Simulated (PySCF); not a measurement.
4-chlorobenzotrifluoride, C7H4ClF3.
InChI=1S/C7H4ClF3/c8-6-3-1-5(2-4-6)7(9,10)11/h1-4H

Computed with PySCF, PBE0-D3(BJ)/def2-SVP geometry optimisation, gas phase.

Take the most abundant isotopes and a rigid rotor. 

(1) What are A, B and C (cm⁻¹)?

(2) What kind of rotor is it?

(3) What does the inertial defect say?

(4) Give the other two planar moments, Paa and Pbb, and the rms extents of the mass along the axes.

(5) Give the coordinates in the principal-axis frame, origin at the centre of mass.

(6) Where do the levels up to J = 2 lie, in MHz?

(7) Which types of transition are allowed, and where do some lines up to J = 5 fall?

(8) Estimate the classical rotational partition function at 25 K, 100 K and 298.15 K.

Answers

(1) Ia = 177.17, Ib = 1133.13, Ic = 1222.62 u·Å²; 505379 MHz·u·Å²/I gives 2853, 446.0 and 413.4 MHz, that is A = 0.09515, B = 0.01488, C = 0.01379 cm⁻¹.

(2) A near-prolate asymmetric top. Ray's parameter κ = (2B − A − C)/(A − C) = -0.973; −1 is the prolate and +1 the oblate limit.

(3) Not planar: Δ = Ic − Ia − Ib = -87.68 u·Å². For a rigid frame Δ = −2 Σ m c², so Σ m c² = 43.84 u·Å² lies off the ab plane: 0.00 from hydrogen and 43.84 from heavier atoms. The atom farthest from that plane is 1.22 Å away.

(4) Paa = Σ m a² = (Ib + Ic − Ia)/2 = 1089.29 and Pbb = Σ m b² = (Ia + Ic − Ib)/2 = 133.33 u·Å². With the mass M = 180.00 u, the rms extents √(P/M) along a, b and c are 2.46, 0.86, 0.49 Å.

(5) The sense of each axis is arbitrary; atoms in the order of the calculation.
```
atom  mass (u)   a (Å)   b (Å)   c (Å)
  F1    18.998   2.704   0.300   1.216
  C2    12.000   2.233  -0.003   0.000
  F3    18.998   2.723   0.910  -0.845
  F4    18.998   2.746  -1.188  -0.340
  C5    12.000   0.731  -0.015  -0.020
  C6    12.000   0.029  -1.219  -0.015
  C7    12.000  -1.363  -1.218  -0.006
  C8    12.000  -2.044  -0.002   0.000
 Cl9    34.969  -3.772   0.007   0.007
 C10    12.000  -1.351   1.209  -0.006
 C11    12.000   0.039   1.197  -0.017
 H12     1.008   0.573  -2.165  -0.025
 H13     1.008  -1.924  -2.154  -0.005
 H14     1.008  -1.904   2.150  -0.005
 H15     1.008   0.590   2.140  -0.030
```

(6) Above 0(0,0):
J = 1: 1(0,1) 859, 1(1,1) 3266, 1(1,0) 3299
J = 2: 2(0,2) 2578, 2(1,2) 4952, 2(1,1) 5050, 2(2,1) 12270, 2(2,0) 12270
The levels of one J sum to (2J + 1)J(J + 1)(A + B + C)/3.

(7) The dipole components are |μa| = 1.15 D, |μb| = 0.04 D, |μc| = 0.06 D. Intensities carry the squares of the components, which stand as 1.00 : 0.00 : 0.00 (a : b : c). Some lines, for components of 0.1 D or more:

```tsv
type	branch	J(Ka,Kc)	MHz	lower level (cm⁻¹)
a	Q	4(1,3) ← 4(1,4)	326	0.362
a	Q	5(1,4) ← 5(1,5)	490	0.503
a	R	1(0,1) ← 0(0,0)	859	0.000
a	R	2(0,2) ← 1(0,1)	1718	0.029
a	R	2(1,1) ← 1(1,0)	1751	0.110
a	R	3(1,3) ← 2(1,2)	2529	0.165
a	R	3(0,3) ← 2(0,2)	2577	0.086
a	R	3(2,1) ← 2(2,0)	2579	0.409
a	R	3(1,2) ← 2(1,1)	2627	0.168
a	R	4(0,4) ← 3(0,3)	3434	0.172
a	R	4(3,2) ← 3(3,1)	3438	0.899
a	R	4(3,1) ← 3(3,0)	3438	0.899
a	R	4(2,2) ← 3(2,1)	3440	0.495
a	R	4(1,3) ← 3(1,2)	3502	0.256
a	R	5(1,5) ← 4(1,4)	4214	0.362
a	R	5(2,4) ← 4(2,3)	4296	0.610
a	R	5(4,1) ← 4(4,0)	4298	1.580
a	R	5(3,3) ← 4(3,2)	4298	1.014
a	R	5(3,2) ← 4(3,1)	4298	1.014
a	R	5(2,3) ← 4(2,2)	4303	0.610
a	R	5(1,4) ← 4(1,3)	4377	0.373
```

(8) Point group C1, symmetry number σ = 1; q = (√π/σ)·√((kT/h)³/(ABC)), k/h = 20836.6 MHz/K: 29100 at 25 K, 232000 at 100 K, 1200000 at 298.15 K.

PBE0-D3(BJ)/def2-SVP frequencies: not computed here. No vibrational averaging or centrifugal distortion is included, and the geometry carries the error of its method. Quadrupole hyperfine structure (35Cl) is left out.

Time: 3.4 min wall; peak memory 0.84 GiB. Hardware: one thread, Intel Xeon Platinum 8259CL at 2.50 GHz (x86_64), on a shared host. This is the geometry optimisation.

Shape of the structure used: `[F:1][C:2]([F:3])([F:4])[c:5]1[cH:6][cH:7][c:8]([Cl:9])[cH:10][cH:11]1`: F1–C2–C5–C6 -103°.
